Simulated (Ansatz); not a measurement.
Basis-set series for C2H9InO, SMILES `C[O+](C)[InH3-]`. Total charge 0; spin multiplicity 1. In takes the def2 core potential. Geometry: relaxed with PBE0-D4/def2-TZVP.

| functional | basis | functions | energy (Eh) | HOMO (eV) | LUMO (eV) |
| --- | --- | --- | --- | --- | --- |
| PBE0-D4 | def2-SVP | 113 | -346.63164 | -7.35 | -0.20 |
| PBE0-D4 | def2-TZVPP | 269 | -346.81792 | -7.42 | -0.41 |
| ωB97M-V | def2-SVP | 113 | -346.66154 | -9.51 | 1.37 |
| ωB97M-V | def2-TZVPP | 269 | -346.85875 | -9.64 | 0.92 |

Give the rows for def2-QZVPP. (An estimate is asked.)

Computed: 
```
functional       basis  functions  energy (Eh)  HOMO (eV)  LUMO (eV)
   PBE0-D4  def2-QZVPP        523   -346.82888      -7.43      -0.44
   ωB97M-V  def2-QZVPP        523   -346.86983      -9.65       0.77
```

Positive LUMOs are unbound and depend on the basis.
